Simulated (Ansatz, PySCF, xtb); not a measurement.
Pair of molecules: dimethyl selenide (SMILES C[Se]C) (first 9 atoms) with NH3 (SMILES N); geometry from B3LYP-D3(BJ)/def2-TZVP, rigid monomers moved along the line of their centres of mass till H8···N10 is 2.95 Å.
(charge 0, multiplicity 1):
```tsv
atom	x (Å)	y (Å)	z (Å)
C	-0.7987	0.0632	-1.8323
Se	-0.6052	0.3573	0.0973
C	1.3183	0.7299	0.1027
H	-0.1782	-0.7731	-2.1477
H	-1.8452	-0.1698	-2.0179
H	-0.5251	0.9642	-2.3773
H	1.8596	-0.1130	-0.3225
H	1.5866	0.8564	1.1492
H	1.5251	1.6379	-0.4597
N	0.4826	0.1297	3.7909
H	0.8780	-0.2407	4.6475
H	-0.2630	0.7658	4.0499
H	0.0537	-0.6419	3.2909
```

Interaction energies are E(AB) − E(A) − E(B) at the monomers' geometry in the complex; basis-set methods are counterpoise corrected. Rows marked so take none.

Correlated levels freeze the cores. Filled d and f shells under p-block atoms count as core. Rows in 6-31G* carry no dispersion term and start afresh at each structure (6-31G* with six Cartesian d functions); the Pople sets are all-electron and without relativity.

Codes used: Ansatz (a quantum-chemistry and plane-wave program) with Gaussian orbitals; PySCF for 6-31G* rows, the dispersion terms; xtb for the GFN methods. 

```json
[
 {"level": "GFN2-xTB", "interaction energy (kcal/mol)": "-2.17"},
 {"level": "PBE/def2-TZVPPD", "interaction energy (kcal/mol)": "-1.88"},
 {"level": "r2SCAN-D3(BJ)/def2-TZVPPD", "interaction energy (kcal/mol)": "-2.45"},
 {"level": "r2SCAN-D4/def2-TZVPPD", "interaction energy (kcal/mol)": "-2.40"},
 {"level": "B3LYP/6-31G* (no counterpoise)", "interaction energy (kcal/mol)": "-2.63"},
 {"level": "B3LYP-D3(BJ)/def2-TZVPPD", "interaction energy (kcal/mol)": "-2.49"},
 {"level": "wB97M-V/def2-TZVPPD", "interaction energy (kcal/mol)": "-2.38"},
 {"level": "SCS-MP2/aug-cc-pVDZ", "interaction energy (kcal/mol)": "___"},
 {"level": "CCSD(T)/aug-cc-pVDZ", "interaction energy (kcal/mol)": "___"}
]
```

### Question
Fill in the missing entries.

### Answer

- SCS-MP2/aug-cc-pVDZ, interaction energy (kcal/mol): -2.00
- CCSD(T)/aug-cc-pVDZ, interaction energy (kcal/mol): -2.28
